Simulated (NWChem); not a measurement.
System: Si₂H₄OClF; SMILES O[Si@@H](F)[SiH2]Cl

```xyz
9

O      1.3449     1.5238    -0.6821
Si     0.0750     1.2357     0.3326
F     -1.0577     2.3940     0.1583
Si    -0.8615    -0.7995    -0.3370
Cl     0.4811    -2.2931     0.2033
H      1.9738     2.2129    -0.4458
H      0.4923     1.2811     1.7632
H     -2.1550    -1.0580     0.3591
H     -1.0768    -0.8489    -1.8111
```
Atoms are numbered in this order, from 1.

Results from NWChem. Structure relaxed at the PBE0/def2-SVP level. B3LYP is NWChem's, with the RPA form of VWN correlation. Level: B3LYP/def2-SVP with SMD (1 M gas to 1 M solution), gas-phase geometry. Reactions with the solvent are ignored.

For solvent N,N-dimethylformamide:

solvation free energy (kcal/mol): -4.7
cavity-dispersion-structure term (kcal/mol): -0.7
dipole in solution (D): 1.66

**Question.** Estimate the same quantities for solvent water.

**Answer.** The solvation free energy (kcal/mol) is -3.2. The cavity-dispersion-structure term (kcal/mol) is 3.5 and the dipole in solution (D) is 1.80.
